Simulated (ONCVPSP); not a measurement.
Varying the ONCV potential for Os (Z = 76)

Base potential:

```json
{"Element": "Os", "Generator": "ONCVPSP 4.0.1", "Type": "optimised norm-conserving Vanderbilt (ONCV)", "Functional": "BLYP", "Relativity": "fully relativistic", "Frozen core": "[Kr] 4d10", "Valence charge": "30", "Reference configuration": "4f13 5s2 5p6 5d7 6s2", "Partial waves": "5s+6s: rc 1.40 bohr, ncon 4, nbas 8, qcut 7.3 1/bohr, 2 projectors; 5p: rc 1.85 bohr, ncon 3, nbas 7, qcut 9.2 1/bohr, 2 projectors, debl 1.9 Ha; 5d: rc 1.80 bohr, ncon 4, nbas 8, qcut 7.6 1/bohr, 2 projectors, debl 3.3 Ha; 4f: rc 0.75 bohr, ncon 4, nbas 8, qcut 26 1/bohr, local", "Local potential": "the f channel", "Core correction": "Teter function, fcfact 4, rcfact 1.15"}
```

Open shells are filled in proportion to 2j + 1.

Cutoffs, loose and tight: the cutoffs (Ha) at which the residual kinetic energy of the hardest occupied pseudo-wave falls to 1 and 0.1 mHa per electron. They do not see the model core or the augmentation charge, which bear on the density cutoff. Test errors are all-electron minus pseudo excitation energies from the reference, over the configurations 4f14 5s2 5p6 5d6 6s2; 4f14 5s2 5p6 5d6 6s1; 4f14 5s2 5p6 5d6 6s0; 4f13 5s2 5p6 5d6 6s2. A dash means not determined; rows that change the core or the reference have their own tests.

A true bound ghost makes a file unfit for plane-wave use even where its test errors are small: the radial tests pick states by their node count and pass the ghost by.

```csv
change,outcome,"cutoff, loose","cutoff, tight",bound ghosts,GHOST(+) flags above zero,largest test error (meV)
base,"generated, misses its reference levels by 1.67 eV",265 Ha,291 Ha,"s, p3/2, d5/2, p1/2, d3/2",s,-482
"core correction Teter function, fcfact 4, rcfact 1.12","generated, misses its reference levels by 1.67 eV",265 Ha,291 Ha,"s, p3/2, d5/2, p1/2, d3/2",s,-482
d: qcut 7.2,"generated, misses its reference levels by 1.67 eV",265 Ha,291 Ha,"s, p3/2, d5/2, p1/2, d3/2",s,-490
p: qcut 6,"generated, misses its reference levels by 1.67 eV",265 Ha,291 Ha,"s, p3/2, d5/2, p1/2, d3/2",s,-422
functional LDA (Perdew-Wang 92),"generated, misses its reference levels by 1.68 eV",265 Ha,291 Ha,"s, p3/2, d5/2, p1/2, d3/2",s,-476
s: qcut 7.5; p: qcut 9.5; d: qcut 7.8; f: qcut 26.7,"generated, misses its reference levels by 1.67 eV",274 Ha,301 Ha,"s, p3/2, d5/2, p1/2, d3/2",s,-493
"s: ncon 5, nbas 9","generated, misses its reference levels by 1.67 eV",265 Ha,291 Ha,"s, p3/2, d5/2, p1/2, d3/2",s,-517
p: rc 2.62,"generated, projector energies reset by the program, misses its reference levels by 1.67 eV",265 Ha,291 Ha,"s, p3/2, d5/2, p1/2, d3/2",s,-403
```
